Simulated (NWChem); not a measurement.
Species: AlHSF₂; SMILES [F][Al]([F])[SH]

```xyz
5

Al    -0.0148     0.4591     0.0000
F     -1.4198     1.3176     0.0000
F      1.4205     1.2702     0.0000
S     -0.0683    -1.7141     0.0000
H      1.2788    -1.8342     0.0000
```
Atoms are numbered in this order, from 1.

Results from NWChem. Pople sets run with spherical d functions. All runs use the structure optimised with B3LYP/6-31G* (spherical d). Vertical excitations in the gas phase.

Question: Estimate the computed values for PBE0/6-31+G*, full TDDFT. Quantities: lowest excitation, singlet (eV); oscillator strength of that lowest state; orbital gap (eV).

Answer: 
- lowest excitation, singlet (eV): 5.55
- oscillator strength of that lowest state: 0.058
- orbital gap (eV): 6.89
